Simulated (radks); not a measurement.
Values are calculated unless marked as measured or tabulated.
Task: Excited configurations of the zinc ion Zn+: one electron is placed in a higher orbital outside [Ar] 3d10. The ground configuration is [Ar] 3d10 4s1. Level of theory: scalar-relativistic Kohn-Sham, LDA (Slater exchange, Perdew-Wang correlation), spin-unpolarised, spherical densities, finite nucleus; Fermi nuclear charge, rms radius 3.9283 fm (a radial shooting solver on a logarithmic mesh with Libxc functionals). Excitation = E - E(ground); binding = E(ion) - E, where the ion is the core of charge +2; n* = 2/sqrt(2 binding) in atomic units, and the quantum defect is n - n*.

| outer orbital | excitation (eV) | binding (eV) | n* | quantum defect | eigenvalue (eV) | <r> (bohr) |
|---|---|---|---|---|---|---|
| 4p | 6.423 | 12.340 | 2.100 | 1.900 | -8.949 | 3.028 |
| 4d | 12.766 | 5.997 | 3.012 | 0.988 | -4.276 | 5.370 |
| 4f | 15.316 | 3.447 | 3.974 | 0.026 | -2.479 | 8.923 |
| 5s | 11.410 | 7.353 | 2.721 | 2.279 | -5.777 | 5.720 |
| 5p | 13.047 | 5.716 | 3.086 | 1.914 | -4.428 | 6.925 |
| 5d | 15.210 | 3.553 | 3.914 | 1.086 | -2.717 | 10.38 |
| 6s | 14.732 | 4.031 | 3.674 | 2.326 | -3.220 | 10.45 |
| 6p | 15.420 | 3.344 | 4.034 | 1.966 | -2.658 | 12.19 |
| 6d | 16.429 | 2.334 | 4.829 | 1.171 | -1.844 | 16.78 |
| 7p | 16.559 | 2.204 | 4.970 | 2.030 | -1.780 | 18.87 |
| 7f | 17.541 | 1.222 | 6.674 | 0.326 | -0.987 | 32.26 |

Estimate the row for 5f.

Result: excitation (eV) 16.460; binding (eV) 2.303; n* 4.861; quantum defect 0.139; eigenvalue (eV) -1.771; <r> (bohr) 15.30. The Delta-SCF ionisation energy is 18.763 eV (NIST Atomic Spectra Database: 17.964 eV, measured). Self-interaction in the functional shifts the binding energies and quantum defects, so they are the method's values and not measured ones. Spin polarisation and multiplet splitting are left out, so open shells lie too high by an amount that depends on their filling.

Beside tabulated values, note that spin-unpolarised runs miss the spin-polarisation part of the exchange energy of open shells.
